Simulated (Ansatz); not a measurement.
`C=[CH][In]([CH3])[Cl]` + H₂ → `C=[CH][InH][Cl]` + CH₄  (hydrogenolysis of the In–C bond)

Program: Ansatz. Geometries: PBE0-D4/def2-TZVP. ΔE: electronic, gas phase. CCSD(T)/CBS adds triple-zeta CCSD(T) − MP2 to the extrapolated MP2 energy (def2 sets, frozen cores). This one scheme is used for every species. Functionals use def2-TZVPP. Elements past krypton have def2 core potentials. For In outer-core shells are correlated without core-valence functions, which leaves a few kJ/mol of doubt a bond. Each species was taken in one conformer, which may not be the lowest.

`C=[CH][In]([CH3])[Cl]`:

Z-matrix (Å, degrees):
```
C
In 1 2.131
H 1 1.091 2 108.7
H 1 1.091 2 108.7 3 -117.6
H 1 1.089 2 112.0 3 121.2
C 2 2.118 1 140.7 3 -121.3
Cl 2 2.370 1 111.4 3 58.7
C 6 1.330 2 120.2 1 180.0
H 6 1.088 2 120.8 1 -0.0
H 8 1.087 6 121.9 2 -0.0
H 8 1.089 6 121.8 2 180.0
```

H₂:

Z-matrix (Å, degrees):
```
H
H 1 0.746
```

`C=[CH][InH][Cl]`:

Z-matrix (Å, degrees):
```
C
C 1 1.330
H 1 1.087 2 122.0
H 1 1.088 2 121.8 3 -180.0
In 2 2.114 1 120.0 3 0.1
H 2 1.087 1 119.2 3 -180.0
Cl 5 2.356 2 108.6 1 0.1
H 5 1.703 2 138.5 1 180.0
```

CH₄:

Z-matrix (Å, degrees):
```
C
H 1 1.090
H 1 1.090 2 109.5
H 1 1.090 2 109.5 3 -120.0
H 1 1.090 2 109.5 3 120.0
```

```csv
level,ΔE (kJ/mol),difference from CCSD(T)/CBS
LDA (SPW92),-41.5,-7.7
PBE0-D4,-41.9,-8.1
r2SCANh-D4,-41.3,-7.5
BHLYP-D4,-47.6,-13.8
CAM-B3LYP-D4,-46.5,-12.7
ωB97X-V,-42.9,-9.1
B2PLYP,-41.7,-7.9
r2SCAN,-41.2,-7.4
r2SCAN0,-44.7,-10.9
BHLYP,-53.6,-19.8
LC-ωPBE,-47.1,-13.3
CCSD(T)/def2-SVP,-50.1,-16.3
CCSD/def2-TZVPP,-41.4,-7.6
MP2/def2-QZVPP,-26.0,7.8
HF/CBS(def2),-64.5,-30.7
CCSD/CBS(def2),-38.9,-5.1
CCSD(T)/CBS,-33.8,0
```

Largest T1 diagnostic among the species: 0.013.

At CCSD(T), def2-SVP lies −16.3 kJ/mol from the extrapolated value and def2-TZVPP −2.5 kJ/mol. Leaving LDA and LC-ωPBE aside and taking each functional with its dispersion term where it has one, the values, not all of them listed here, spread over 20.3 kJ/mol, from B97M-V to revPBE-D4. The D4 term adds +6.3 kJ/mol with B3LYP and +3.6 kJ/mol with PBE0; it sums over pairs of atoms, weighted by their polarisabilities, and B3LYP, whose exchange is more repulsive, gets the larger term.

CCSD(T)/CBS has its own doubt, a few kJ/mol and more with outer-core shells, so smaller differences from it don't rank the levels.

B3LYP here is the variant with VWN-RPA as its local correlation; programs differ in this.
